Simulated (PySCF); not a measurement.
# Exercise with solution: oscillator strength and radiative lifetime

C2H4BNO2, SMILES COBN=C=O.

Coordinates come from a B3LYP-D3(BJ)/def2-SVP optimisation. The structure was generated by enumeration, and PubChem lists no compound with its InChIKey, so it may never have been made. One conformer was computed; it need not be the lowest.

TDDFT-CAM-B3LYP/def2-SVPD in PySCF puts the first singlet state with f over 0.02 at 6.94 eV (vertical), with the transition dipole (0.015, -1.016, 0.000) in atomic units.

Task: Find the oscillator strength, the wavelength and the radiative lifetime that this transition would have in vacuum if emission retraced absorption.

Result: 
|μ|² = 1.0325 au, so |μ| = 2.58 D. ΔE = 6.94/27.211 = 0.2550 hartree. f = (2/3) ΔE |μ|² = 0.176 (the program prints 0.176).
λ = 1239.84/6.94 = 179 nm; ν = 55975 cm⁻¹.
Einstein's coefficient A = 0.6670 ν² f s⁻¹ (ν in cm⁻¹) = 3.7e8 s⁻¹, so τ = 1/A = 2.7 ns. This state is S2; the lower singlet has f = 0.002. The figure is the radiative limit of this one transition; relaxation, internal conversion, crossing to triplets and a medium change what is measured.
